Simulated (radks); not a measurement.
Species: the gallium ion Ga2+. Configuration: [Ar] 3d10 4s1. All-electron calculation, Dirac Kohn-Sham, PBEsol, spin-unpolarised, spherical densities, finite nucleus; Fermi nuclear charge, rms radius 3.9973 fm. Program: a radial shooting solver on a logarithmic mesh with Libxc functionals. Some entries of the table are withheld. Estimate them.

orbital  occ.  eigenvalue (eV)  <r^2> (bohr^2)
1s1/2       2        -10238.69        0.003182
2s1/2       2        -1280.948             (1)
2p1/2       2        -1136.625         0.04360
2p3/2       4        -1109.003         0.04511
3s1/2       2        -168.0858          0.4917
3p1/2       2        -121.4556             (2)
3p3/2       4        -117.8306             (3)
3d3/2       4         -39.6628          0.8172
3d5/2       6         -39.1964          0.8292
4s1/2       1         -26.0300           4.880

Answer. 
(1) 2s1/2 <r^2> (bohr^2): 0.05599
(2) 3p1/2 <r^2> (bohr^2): 0.5333
(3) 3p3/2 <r^2> (bohr^2): 0.5504
